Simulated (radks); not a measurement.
Bi70+, configuration [Ne] 3s2 3p1.

Method: scalar-relativistic Kohn-Sham, r2SCAN, spin-unpolarised, spherical densities, finite nucleus; meta-GGA in the generalised Kohn-Sham scheme; Fermi nuclear charge, rms radius 5.5211 fm; computed with a radial shooting solver on a logarithmic mesh with Libxc functionals.

Energy parts (eV):
part                      energy
total                 -416196.31
kinetic                490054.51
electron-nucleus      -933656.80
Hartree                 32133.02
exchange-correlation    -4727.04

Orbitals (lengths in bohr, moments of r in powers of bohr; r(max) is where P^2 peaks):
| orbital | occ. | eigenvalue (eV) | r(max) | <1/r> |
|---|---|---|---|---|
| 1s | 2 | -97076.71 | 0.009658 | 103.3 |
| 2s | 2 | -22375.68 | 0.05583 | 24.59 |
| 2p | 6 | -20054.62 | 0.04650 | 21.49 |
| 3s | 2 | -9102.086 | 0.1506 | 9.896 |
| 3p | 1 | -8420.611 | 0.1489 | 9.012 |
| 3d | 0 | -7902.982 | 0.1182 | 8.465 |
| 4s | 0 | -4821.076 | 0.2977 | 5.275 |

The highest occupied level is 3p at -8420.6 eV. Summed over all electrons, <r^2> = 0.1229 bohr^2, which gives a Langevin (diamagnetic) susceptibility term of -0.0973 x 10^-6 cm^3/mol. For comparison, the ionisation energy in NIST's Atomic Spectra Database is 8950 eV (theoretical). In exact Kohn-Sham theory the highest level is minus the ionisation energy, but local and semilocal functionals leave it too shallow, through self-interaction and a potential that decays too fast; potentials with the right tail come closer.

Beside tabulated values, note that spin-unpolarised runs miss the spin-polarisation part of the exchange energy of open shells, and scalar-relativistic runs lack spin-orbit coupling.
